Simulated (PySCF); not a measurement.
Molfile (atoms numbered from 1):
```
C4H3BF2S
     RDKit          3D

 11 11  0  0  0  0  0  0  0  0999 V2000
   -2.7609    0.6854   -0.0795 F   0  0  0  0  0  0  0  0  0  0  0  0
   -1.8163   -0.2128   -0.3107 B   0  0  0  0  0  0  0  0  0  0  0  0
   -2.1856   -1.3294   -0.9170 F   0  0  0  0  0  0  0  0  0  0  0  0
   -0.3527    0.0310    0.1029 C   0  0  0  0  0  0  0  0  0  0  0  0
    0.7347   -0.8808   -0.0955 C   0  0  0  0  0  0  0  0  0  0  0  0
    1.9271   -0.3992    0.3667 C   0  0  0  0  0  0  0  0  0  0  0  0
    1.7493    1.1713    1.0491 S   0  0  0  0  0  0  0  0  0  0  0  0
    0.0750    1.1906    0.7196 C   0  0  0  0  0  0  0  0  0  0  0  0
    0.6241   -1.8590   -0.5656 H   0  0  0  0  0  0  0  0  0  0  0  0
    2.9048   -0.8793    0.3457 H   0  0  0  0  0  0  0  0  0  0  0  0
   -0.5292    2.0556    0.9930 H   0  0  0  0  0  0  0  0  0  0  0  0
  1  2  1  0
  2  3  1  0
  2  4  1  0
  4  5  1  0
  5  6  2  0
  6  7  1  0
  7  8  1  0
  8  4  2  0
  5  9  1  0
  6 10  1  0
  8 11  1  0
M  END
```

Geometry: PBE0-D3(BJ)/def2-SVP; GIAO absolute shieldings from PySCF 2.14, gas phase, non-relativistic, averaged over equivalent atoms.

At wB97X-D/pcSseg-1 (158 basis functions, 35 s wall time on 1 thread of an Arm Neoverse N1, shared host):
```json
{"atoms": "F1/F3", "σ (ppm)": "270.6"}
{"atoms": "B2", "σ (ppm)": "79.0"}
{"atoms": "C8", "σ (ppm)": "30.0"}
{"atoms": "C5", "σ (ppm)": "45.5"}
{"atoms": "C6", "σ (ppm)": "48.4"}
{"atoms": "C4", "σ (ppm)": "52.7"}
{"atoms": "S7", "σ (ppm)": "239.0"}
{"atoms": "H11", "σ (ppm)": "23.26"}
{"atoms": "H9", "σ (ppm)": "23.80"}
{"atoms": "H10", "σ (ppm)": "24.11"}
```

Estimate the result of repeating the calculation with PBE0/aug-cc-pVDZ.

Results:


| atoms | σ at PBE0/aug-cc-pVDZ | change |
| --- | --- | --- |
| F1/F3 | 284.6 | +14.0 |
| B2 | 89.3 | +10.3 |
| C8 | 50.1 | +20.1 |
| C5 | 65.6 | +20.1 |
| C6 | 66.7 | +18.3 |
| C4 | 70.0 | +17.3 |
| S7 | 311.4 | +72.4 |
| H11 | 22.97 | -0.29 |
| H9 | 23.70 | -0.10 |
| H10 | 23.87 | -0.24 |

The largest change is at S7 (aromatic ring sulfur). Cost: 215 basis functions, 45 s wall time on 1 thread of an Arm Neoverse N1, shared host. The order of the carbon signals is the same at both levels.

A carbon bonded to boron is broadened by the quadrupolar boron nucleus and is often missing from a measured spectrum.
